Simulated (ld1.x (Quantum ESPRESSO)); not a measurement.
**S: one change to a TM potential, before and after**

- Element: S
- Generator: ld1.x (Quantum ESPRESSO) 7.5
- Type: norm-conserving Troullier–Martins (Kleinman–Bylander form)
- Functional: PBE
- Relativity: scalar-relativistic
- Frozen core: [Ne]
- Valence charge: 6
- Reference configuration: 3s2 3p3 (charge +1)
- Partial waves: 3s (bound): rc 1.15 bohr; 3p (bound): rc 1.40 bohr; 3d channel at 0.4 Ry: rc 1.35 bohr
- Local potential: all-electron potential smoothed inside 0.95 bohr (lloc = -2)
- Core correction: Bessel-smoothed model core, default radius (core density twice the valence density)

All-electron outer shells of the reference configuration (PBE, scalar-relativistic, ld1.x):

```tsv
shell	level (eV)	outermost node (bohr)	outermost maximum (bohr)
3s	-27.63	0.60	1.39
3p	-16.80	0.58	1.55
```

Change: wave 3p (bound): rc 1.40 bohr becomes 3p (bound): rc 1.36 bohr.

Cutoffs: the cutoffs (Ry, on a coarse ladder) from which the occupation-weighted sum of valence levels, in a spherical-Bessel basis at the reference potential, stays within 10 and 1 mRy of its value at 400 Ry; they do not see the model core or the augmentation charge, which bear on the density cutoff. Errors are all-electron minus pseudo energies relative to the spin-unpolarised reference configuration.

**Question.** How do hardness, ghosts and transferability respond?

**Answer.** The potential gets neither clearly harder nor softer (55 Ry and 120 Ry → 55 Ry and 120 Ry); of the 7 tests that both files solve, the error grows in 0 and shrinks in 2 by more than 15 % and 0.3 meV (median size 6.6 → 6.7 meV); neither file shows a bound ghost.

| quantity | base | changed |
| --- | --- | --- |
| cutoff, loose | 55 Ry | 55 Ry |
| cutoff, tight | 120 Ry | 120 Ry |
| bound ghosts | none | none |
| error for 3s2 3p4, meV [ΔE -11.77 eV] | +6.6 | +6.7 |
| error for 3s2 3p2, meV [ΔE 22.28 eV] | +13 | +13 |
| error for 3s2 3p1, meV [ΔE 56.33 eV] | +75 | +74 |
| error for 3s2 3p4.3, meV [ΔE -13.48 eV] | +9.3 | +9.3 |
| error for 3s0 3p6, meV [ΔE 8.97 eV] | -5.4 | -4.4 |
| error for 3s2 3p3.5, meV [ΔE -7.11 eV] | +2.4 | +2.4 |
| error for 3s1 3p4, meV [ΔE 10.88 eV] | -1.0 | -0.7 |
